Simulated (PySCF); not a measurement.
`O=c1cccc(Br)cc1`, C7H5BrO

Geometry:
| atom | x (Å) | y (Å) | z (Å) |
| --- | --- | --- | --- |
| O1 | -2.856 | 0.614 | -0.432 |
| C2 | -1.676 | 0.345 | -0.254 |
| C3 | -1.261 | -1.053 | -0.172 |
| C4 | -0.045 | -1.613 | 0.014 |
| C5 | 1.223 | -1.001 | 0.191 |
| C6 | 1.505 | 0.326 | 0.215 |
| Br7 | 3.341 | 0.805 | 0.475 |
| C8 | 0.626 | 1.437 | 0.073 |
| C9 | -0.708 | 1.436 | -0.124 |
| H10 | -2.105 | -1.724 | -0.286 |
| H11 | -0.013 | -2.696 | 0.033 |
| H12 | 2.051 | -1.685 | 0.320 |
| H13 | 1.109 | 2.405 | 0.134 |
| H14 | -1.191 | 2.403 | -0.208 |

Method used: quadratic response B3LYP/def2-SVPD first hyperpolarisability, Taylor convention, gas phase in PySCF. Geometry: GFN2-xTB.

The calculation is non-relativistic, which matters for the atoms heavier than Zn.

(1) Give the tensor of the second harmonic β(−2ω;ω,ω) at 1907 nm in the axes of these coordinates.

Results:

(1) In au, Taylor convention; rows are the first index (the induced dipole):
```tsv
	xx	yy	zz	xy	xz	yz
x	+288.9	+42.1	-60.3	+126.4	+60.8	+18.5
y	+128.3	-11.6	-9.1	+36.7	+18.9	+5.2
z	+60.5	+6.0	-28.5	+18.6	-58.4	-8.7
```
Norm of βᵢ = ⅓ Σⱼ (βᵢⱼⱼ + βⱼᵢⱼ + βⱼⱼᵢ): 291.2 au, hyper-Rayleigh value 147.9 au.
